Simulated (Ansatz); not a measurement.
Program: Ansatz 0.2.0.

Basis-set series for `C1NC[Se]1`. Total charge 0; spin multiplicity 1. Geometry: relaxed with PBE0-D4/def2-TZVP.

| functional | basis | functions | energy (Eh) | HOMO (eV) | LUMO (eV) |
| --- | --- | --- | --- | --- | --- |
| PBE0-D4 | def2-TZVPP | 211 | -2535.09822 | -6.09 | -0.65 |
| PBE0-D4 | def2-QZVPP | 410 | -2535.15651 | -6.12 | -0.74 |
| ωB97M-V | def2-TZVPP | 211 | -2535.33787 | -8.31 | 1.30 |
| ωB97M-V | def2-QZVPP | 410 | -2535.39442 | -8.33 | 1.07 |

Question: Give the rows for def2-SVP. (Estimate.)

Answer: The calculation gave: 
```
functional     basis  functions  energy (Eh)  HOMO (eV)  LUMO (eV)
   PBE0-D4  def2-SVP         99  -2534.65146      -5.98      -0.37
   ωB97M-V  def2-SVP         99  -2534.88574      -8.19       1.76
```

Positive LUMOs are unbound and depend on the basis. Scalar relativity is left out up to krypton.
